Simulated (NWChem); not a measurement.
Species: ZrO₂; SMILES [O]=[Zr]=[O]

All runs: NWChem. All runs use the structure optimised with PBE0/def2-SVP. def2 effective core potentials on Zr; no spin-orbit coupling. Vertical excitations in the gas phase.

Q: Predict the results for B3LYP/def2-SVPD, TDA. Quantities: lowest excitation, singlet (eV); oscillator strength of that lowest state; orbital gap (eV).

A: lowest excitation, singlet (eV): 2.30
oscillator strength of that lowest state: 0.005
orbital gap (eV): 3.36
